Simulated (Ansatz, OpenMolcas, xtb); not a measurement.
## Ligand exchange: LiBr + C2H5F → LiF + C2H5Br

Species: LiBr, singlet; C2H5F `CCF`, singlet; LiF, singlet; C2H5Br (bromoethane) `CCBr`, singlet. The partners trade Br for F: Li–Br and C–F bonds give way to Li–F and C–Br.

Shapes, held fixed at every level: PBE0-D4/def2-TZVP. Programs: Ansatz 0.2.0, OpenMolcas 26.06, xtb 6.7.1. A level may come from different programs for different species; with the same settings they agree closely. The zero-point and thermal change to 298 K, harmonic and unscaled (PBE0-D4/def2-TZVP), is -2.5 kJ/mol.

Question: Estimate ΔH(298 K) of this reaction.

Answer: The highest level, CCSD(T)/def2-TZVPP, gives ΔH(298 K) = +21.2 kJ/mol; the levels span -31.4 to +76.8. They disagree on the sign: 8 of 9 are positive. The column of differences is taken from that level and isn't an error. No measured value is set beside it here. Relativity is left out for Br unless named. Correlated rows may include outer-core shells of Br, Li, which these sets cover unevenly.

```
                             level                    kind  ΔH(298 K) (kJ/mol)  less CCSD(T)/def2-TZVPP
                          GFN2-xTB          semi-empirical               -31.4                    -52.6
                       HF/def2-SVP            Hartree–Fock               +76.8                    +55.6
                     HF/def2-TZVPP            Hartree–Fock               +65.2                    +44.0
B3LYP/6-31G* (spherical functions)           global hybrid               +27.2                     +6.0
                wB97M-V/def2-TZVPP  range-separated hybrid               +26.2                     +5.0
                 B2PLYP/def2-TZVPP           double hybrid               +20.8                     -0.4
                      MP2/def2-SVP     perturbation theory               +34.2                    +13.0
                    MP2/def2-TZVPP     perturbation theory               +10.2                    -11.0
                CCSD(T)/def2-TZVPP   coupled cluster or CI               +21.2                      0.0
```
